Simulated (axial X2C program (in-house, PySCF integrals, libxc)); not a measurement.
Worked dissociation energy of CaF⁻: HF, with spin–orbit coupling

Calculated with an in-house all-electron X2C program for linear molecules (integrals from PySCF). Two-component (2c) means X2C with spin–orbit coupling and atomic mean-field two-electron Coulomb and Gaunt terms. Basis: Ca dyall-av4z [13s13p7d6f4g], F dyall-av4z [8s7p4d3f2g] (cores contracted in-house); Gaussian nuclei, density fitting, unrestricted open shells. Masses: Ca 39.963 u, F 18.998 u.

Molecular state: Ω = 0 (closed shell).

```
E(Ca) (2M_J = 0) : -679.502467 hartree
E(F-) (2M_J = 0) : -99.539300 hartree
E(CaF⁻) at Re    : -779.160822 hartree
ωe               : 514.0 cm⁻¹
ωexe             : 3.24 cm⁻¹
```

(1) Work out De and D0.

Occupations by symmetry block were frozen at the best pattern of an incomplete PBE0 search. Dissociation energies refer to the lowest single-determinant-based atoms at the same level and basis. Hartree–Fock gets electron affinities wrong, so its lowest charge split need not be the true one.

Hartree–Fock lacks correlation and underbinds, often by eV.

Each atomic determinant is the lowest at this level and need not be a pure J level. Totals compare only within one Hamiltonian and basis.

Answers

(1) De = -679.502467 + (-99.539300) − (-779.160822) = 0.11906 hartree = 3.240 eV. The zero-point energy is ωe/2 − ωexe/4 = 256 cm⁻¹ = 0.032 eV, so D0 = 3.208 eV.
